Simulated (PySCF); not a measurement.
**NMR data sheet: C₉H₁₆**

```yaml
Formula: C9H16
SMILES: C=C(C)C(=C)C(C)(C)C
InChI: InChI=1S/C9H16/c1-7(2)8(3)9(4,5)6/h1,3H2,2,4-6H3
Point_group_of_the_computed_structure: C1
Degrees_of_unsaturation: 2
Carbon_signals: 7
Proton_signals: 6
```

Atom-mapped SMILES (the numbers label the heavy atoms): `[CH2:1]=[C:2]([CH3:3])[C:4](=[CH2:5])[C:6]([CH3:7])([CH3:8])[CH3:9]`; H(Xn) means a hydrogen on atom n. Ha(C5) is cis to C2; Ha(C1) is cis to C3; Hb(C5) is trans to C2; Hb(C1) is trans to C3.

In vacuum, one averaged value for each set of equivalent atoms, single conformer, relativity neglected. Shieldings: GIAO PBE/pcSseg-1; structure optimised with PBE0-D3(BJ)/def2-SVP; PySCF 2.14.0 with density-fitted response routines.

Scale: $^{1}$H (σref 31.20), $^{13}$C (σref 180.03) against TMS (reference shieldings calculated alike).

```tsv
carbon	δC, type	δH (multiplicity)	HMBC from (2–3 bonds)	span of the C tensor (ppm)
C1	118.6, CH2	Ha(C1) 5.30 (br s); Hb(C1) 4.75 (br s)	H(C3)	171
C2	157.4, C	–	Ha(C1), Hb(C5), Ha(C5), Hb(C1), H(C3)	232
C3	31.8, CH3	2.01 (s)	Ha(C1), Hb(C1)	52
C4	171.0, C	–	Ha(C1), Hb(C5), Ha(C5), Hb(C1), H(C3), H(C7)/H(C8)/H(C9)	234
C5	114.2, CH2	Ha(C5) 4.93 (br s); Hb(C5) 5.22 (br s)	–	182
C6	40.1, C	–	Hb(C5), Ha(C5), H(C7)/H(C8)/H(C9)	23
C7/C8/C9	31.5, CH3	1.13 (s)	H(C7)/H(C8)/H(C9)	45
```

1. Carbon types of the structure: 3 × C, 2 × CH2, 4 × CH3, which accounts for all hydrogens.
2. δC 171.0, 157.4: fully substituted alkene carbon.
3. δC 118.6, 114.2: terminal =CH2 carbon; as expected for a trigonal carbon in a double bond.
4. δC 31.8: allylic methyl carbon; saturated and bonded to C and H only.
5. δH 5.30, 5.22, 4.93, 4.75: hydrogen on a terminal =CH2 carbon; attached to an sp2 carbon and in the plane of the double bond.
6. δH 2.01: hydrogen on an allylic methyl carbon; allylic position.

Shifts are as computed. Against solution values, carbons near 30 ppm lie about +2 ppm off and those near 130 ppm about +2 ppm. Of 1211 compounds with measured shifts, 218 miss one by over three times the rms of a fit or turn the order of signals round; such compounds aren't used in these exercises. No couplings were computed; multiplicities are counted from neighbouring protons, with m where these are inequivalent, close in shift, in a saturated or five-membered ring or joined by F or P, and br s for small geminal =CH2 splittings.
